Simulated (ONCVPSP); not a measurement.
**Pb (Z = 82): one change to an ONCV potential, before and after**

| Property | Result |
| --- | --- |
| Element | Pb |
| Generator | ONCVPSP 4.0.1 |
| Type | optimised norm-conserving Vanderbilt (ONCV) |
| Functional | PBE |
| Relativity | fully relativistic |
| Frozen core | [Kr] 4d10 4f14 |
| Valence charge | 22 |
| Reference configuration | 5s2 5p6 5d10 6s2 6p2 |
| Partial waves | 5s+6s: rc 1.50 bohr, ncon 4, nbas 7, qcut 9.8 1/bohr, 2 projectors; 5p+6p: rc 1.70 bohr, ncon 3, nbas 7, qcut 7.8 1/bohr, 3 projectors, debl 3.5 Ha; 5d: rc 1.95 bohr, ncon 3, nbas 8, qcut 7.4 1/bohr, 2 projectors, debl 2.9 Ha |
| Local potential | polynomial inside 1.30 bohr (lpopt 5, dvloc0 0 Ha) |
| Core correction | none |

Open shells are filled in proportion to 2j + 1.

All-electron outer shells of the reference configuration (PBE, scalar-relativistic, ld1.x):

```
shell  level (eV)  outermost node (bohr)  outermost maximum (bohr)
   4d     -402.09                   0.19                      0.39
   5s     -144.16                   0.45                      0.79
   4f     -132.89                      –                      0.35
   5p      -85.83                   0.49                      0.88
   5d      -21.18                   0.52                      1.07
   6s      -12.04                   1.01                      1.95
   6p       -3.50                   1.18                      2.67
```

Change: all radii scaled by about 0.86 (s 1.30, p 1.46, d 1.68 bohr); local potential polynomial inside 1.12 bohr (lpopt 5, dvloc0 0 Ha).

Cutoffs: the cutoffs (Ha) at which the residual kinetic energy of the hardest occupied pseudo-wave falls to 1 and 0.1 mHa per electron; they do not see the model core or the augmentation charge, which bear on the density cutoff. Errors are all-electron minus pseudo energies relative to the spin-unpolarised reference configuration.

Q: How do hardness, ghosts and transferability respond?

A: The potential gets harder (31 Ha and 37 Ha → 37 Ha and 42 Ha); of the 4 tests that both files solve, the error grows in 1 and shrinks in 1 by more than 15 % and 0.3 meV (median size 0.4 → 0.4 meV); neither file shows a bound ghost. A smaller radius makes the pseudo-wave follow the all-electron one further in, where it bends more sharply, so more plane waves are needed.

| quantity | base | changed |
| --- | --- | --- |
| cutoff, loose | 31 Ha | 37 Ha |
| cutoff, tight | 37 Ha | 42 Ha |
| loose cutoff by channel | s 31 Ha, p 21 Ha, d 21 Ha | s 37 Ha, p 21 Ha, d 23 Ha |
| bound ghosts | none | none |
| GHOST(+) flags under 300 eV | none | s at 285.8 eV |
| error for 5s2 5p6 5d10 6s2 6p1, meV [ΔE 6.70 eV] | +0.2 | +0.4 |
| error for 5s2 5p6 5d10 6s2 6p0, meV [ΔE 20.30 eV] | 0.0 | +0.5 |
| error for 5s2 5p6 5d10 6s1 6p0, meV [ΔE 52.71 eV] | -4.8 | -0.6 |
| error for 5s2 5p6 5d10 6s1 6p2, meV [ΔE 16.05 eV] | -0.6 | +0.4 |
